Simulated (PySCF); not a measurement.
Substituent effects on chemical shifts

Parent skeleton `[CH3:1][S:2][SiH:3]1[NH:4][CH2:5][CH2:6][SiH2:7]1`; one hydrogen on atom 7 is replaced by X. Hydrogens on one atom are averaged.

Computed data (PySCF): geometry from GFN2-xTB, shielding tensors at PBE0/pcSseg-1 (GIAO). Non-relativistic, rapidly exchanging positions averaged, one computed conformer, in vacuum.

Shifts are taken against calculated references (same method and geometry level): ¹³C, ²⁹Si, ¹H vs TMS; CS2 for ³³S; NH3 for ¹⁵N.

Task: Order these by the shift of C6, most shielded first.
A. X = SH
B. X = NH2
C. X = CN

Result: C (17.7 ppm), B (21.6 ppm), A (24.1 ppm).

Task: Order these by the shift of Si7, most shielded first.
A. X = CN
B. X = N=CH2
C. X = CH3
D. X = C2H5
E. X = NH2
F. X = SH

Result: A (-72.1 ppm), C (-42.0 ppm), D (-33.1 ppm), B (-28.6 ppm), F (-26.2 ppm), E (-23.3 ppm).

Experimental scales use liquid or dissolved standards, which lie at an offset from isolated NH3 (liquid NH3: subtract about 20 ppm).
